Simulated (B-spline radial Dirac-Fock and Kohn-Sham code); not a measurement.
# Successive ionisation energies of bromine: Dirac-Fock against NIST

Level of theory: Dirac-Fock energy differences between relaxed states, corrected for Breit and QED terms; a radial atomic solver. Each value is the difference of the configuration-average energies of two neighbouring ions in their tabulated ground configurations. Correlation and solid-state effects are left out. NIST's values refer to the lowest levels; many for high charge states are themselves semi-empirical or theoretical. Where a p, d or f shell is open in either ion the computed value averages over both j values and all terms, while the table refers to the lowest levels; that difference holds spin-orbit splitting (largest in heavy or highly charged ions), term energies where several electrons share open shells, and correlation, and it can reach 10 % or more.

```
  ion  configuration  computed (eV)    NIST (eV)            kind  NIST − computed (eV)
Br¹⁰⁺       [Ar] 3d7          303.8    301 ± 2.4     theoretical                 -2.77
Br¹¹⁺       [Ar] 3d6          344.9    338 ± 2.5     theoretical                 -6.89
Br¹²⁺       [Ar] 3d5          387.7      393 ± 3     theoretical                 +5.26
Br¹³⁺       [Ar] 3d4          432.3      436 ± 3     theoretical                 +3.73
Br¹⁴⁺       [Ar] 3d3          478.5      481 ± 3     theoretical                 +2.52
Br¹⁵⁺       [Ar] 3d2          526.3      530 ± 3     theoretical                 +3.67
Br¹⁶⁺       [Ar] 3d1          575.8      577 ± 3     theoretical                 +1.18
Br¹⁷⁺   [Ne] 3s2 3p6          718.5  716.3 ± 2.3  semi-empirical                 -2.25
Br¹⁸⁺   [Ne] 3s2 3p5          765.5    761 ± 0.8  semi-empirical                 -4.46
Br¹⁹⁺   [Ne] 3s2 3p4          813.3  809.8 ± 1.2  semi-empirical                 -3.49
```

Question: Where in this range is the largest relative jump, and why?

Answer: From Br¹⁶⁺ (575.8 eV) to Br¹⁷⁺ (718.5 eV), a factor of 1.25. The configuration goes from [Ar] 3d1 to [Ne] 3s2 3p6, so the next electron comes out of a deeper subshell.
